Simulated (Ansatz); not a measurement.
`[SH][AlH][Br]` + `CNC` → `C[N](C)[AlH][SH]` + HBr  (ligand exchange at the Al–Br bond)

Isolated molecules relaxed with PBE0-D4/def2-TZVP in Ansatz; ΔE leaves out vibrations. CCSD(T)/CBS adds triple-zeta CCSD(T) − MP2 to the extrapolated MP2 energy (def2 sets, frozen cores). Functionals use def2-TZVPP. HSE06 is defined as in plane-wave codes. For Br outer-core shells are correlated without core-valence functions, which leaves a few kJ/mol of doubt a bond. Scalar relativity is left out up to krypton. Each species was taken in one conformer, which may not be the lowest.

`[SH][AlH][Br]`:

```xyz
5

S    -0.492   -1.387    0.872
Al    0.477    0.408    0.130
Br   -0.300    1.357   -1.760
H    -1.383   -1.410   -0.135
H     1.697    1.032    0.894
```

`CNC`:

Cartesian coordinates in Å:
```
C -0.578 -1.055 0.112
N -0.357 0.191 -0.584
C 0.551 1.069 0.117
H -1.223 -1.706 -0.482
H -1.091 -0.858 1.058
H 0.348 -1.608 0.350
H -0.005 0.006 -1.514
H 0.098 1.381 1.063
H 0.730 1.970 -0.474
H 1.527 0.610 0.354
```

`C[N](C)[AlH][SH]`:

Cartesian coordinates in Å:
```
C 0.093 0.324 -1.309
N 0.211 0.022 0.095
C 1.564 0.187 0.575
Al -1.084 -0.498 1.185
S -3.147 -0.764 0.504
H 0.389 1.361 -1.524
H 0.733 -0.330 -1.918
H -0.934 0.196 -1.657
H 1.918 1.219 0.436
H 2.264 -0.473 0.043
H 1.630 -0.047 1.640
H -0.743 -0.779 2.699
H -2.893 -0.418 -0.769
```

HBr:

Cartesian coordinates in Å:
```
Br 0.183 -0.008 0.686
H -0.183 0.008 -0.686
```

(1) Is it downhill or uphill in electronic energy at CCSD(T)/CBS, and by how much? (An estimate is asked.)

(2) What do these levels give: BLYP-D4, HSE06, LC-ωPBE, CCSD/def2-SVP, MP2/def2-TZVPP, SCS-MP2/def2-QZVPP? (Estimate.)

Largest T1 diagnostic among the species: 0.012.

Answers

(1) Computed: Uphill: ΔE = +0.80 eV.

(2) Computed: BLYP-D4 0.69, HSE06 0.88, LC-ωPBE 0.84, CCSD/def2-SVP 0.76, MP2/def2-TZVPP 0.76, SCS-MP2/def2-QZVPP 0.79 eV.

The D4 term adds −0.08 eV with B3LYP and −0.05 eV with PBE0; it sums over pairs of atoms, weighted by their polarisabilities, and B3LYP, whose exchange is more repulsive, gets the larger term. From PBE to PBE0 (25 % exact exchange), in def2-TZVPP and without D4, ΔE moves by +0.06 eV. At CCSD(T), def2-SVP lies −0.06 eV from the extrapolated value and def2-TZVPP −0.05 eV.

B3LYP here is the variant with VWN-RPA as its local correlation; programs differ in this.
